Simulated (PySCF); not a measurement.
Species: calcium monohydroxide cation, CaHO (charge +1).
Z-matrix (Å and degrees, PBE0-D3(BJ)/def2-SVP geometry), rows numbered from 1:
```
O 
Ca  1  1.8879
H   1  0.9621  2  179.38
```

The calculation used TDDFT CAM-B3LYP/def2-SVPD, vertical, gas phase, core orbitals frozen in the response (PySCF).

Computed states:

| state | E (eV) | f |
| --- | --- | --- |
| S1 | 5.00 | 0.013 |
| S2 | 5.00 | 0.013 |
| S3 | 6.44 | 0.0000 |
| S4 | 6.44 | 0.0000 |
| S5 | 6.54 | 0.0080 |
| S6 | 6.54 | 0.0080 |
| S7 | 6.91 | 0.0000 |
| S8 | 6.94 | 0.0000 |
| S9 | 6.94 | 0.0000 |

Broadening: Gaussians 0.3 eV wide at half height, area fixed by f = 4.319×10⁻⁹ ∫ε dν̃. The cross-section is σ = 3.8235×10⁻²¹ ε cm², given in Mb (10⁻¹⁸ cm²). The width is an assumption, not a result. The curve ends short of the highest state used, and states not computed would add to its high-energy end.

**Question.** What does the envelope look like, and where are its maxima?

**Answer.** 
```tsv
λ (nm)	σ (Mb)
195.5	1.64
197.3	0.73
199.1	0.27
200.9	0.08
202.7	0.02
204.5	0.00
206.2	0.00
208.0	0.00
209.8	0.00
211.6	0.00
213.4	0.00
215.2	0.00
217.0	0.00
218.8	0.00
220.6	0.00
222.3	0.00
224.1	0.00
225.9	0.01
227.7	0.02
229.5	0.06
231.3	0.17
233.1	0.41
234.9	0.87
236.6	1.58
238.4	2.70
240.2	4.16
242.0	5.81
243.8	7.39
245.6	8.60
247.4	9.17
249.2	9.02
251.0	8.19
252.7	6.98
254.5	5.49
256.3	4.03
258.1	2.77
259.9	1.79
261.7	1.08
263.5	0.62
265.3	0.34
267.1	0.17
268.8	0.09
270.6	0.04
272.4	0.02
```

Maxima: 248 nm (5.00 eV), ε about 2400, made up of S1 (50%) and S2 (50%) (ε in L mol⁻¹ cm⁻¹; maxima over ε = 5, shares over 10%). At its high-energy end, 6.34 eV, the curve is still rising (ε about 420, from S5 and S6).

**Question.** What would ε be at 5.00 eV, the highest of these maxima, with half the width (0.15 eV)?

**Answer.** About 4810 L mol⁻¹ cm⁻¹ against 2410, a factor of about 2.00; a lone state at its own centre would give exactly 2.

**Question.** Coming from long wavelengths, where does ε first pass 100 L mol⁻¹ cm⁻¹?

**Answer.** At about 265 nm (4.68 eV), 0.32 eV below S1.

**Question.** On this curve, what absorbance would a 10⁻³ mol/L sample give at 248 nm over a 1 cm path?

**Answer.** 248 nm is 4.999 eV, where ε is about 2400 L mol⁻¹ cm⁻¹, so A = ε c l ≈ 2.4 (Beer–Lambert, with the gas-phase spectrum and the assumed width).

The vertical ionisation energy (ΔSCF) is 15.91 eV, 8.97 eV above S9.
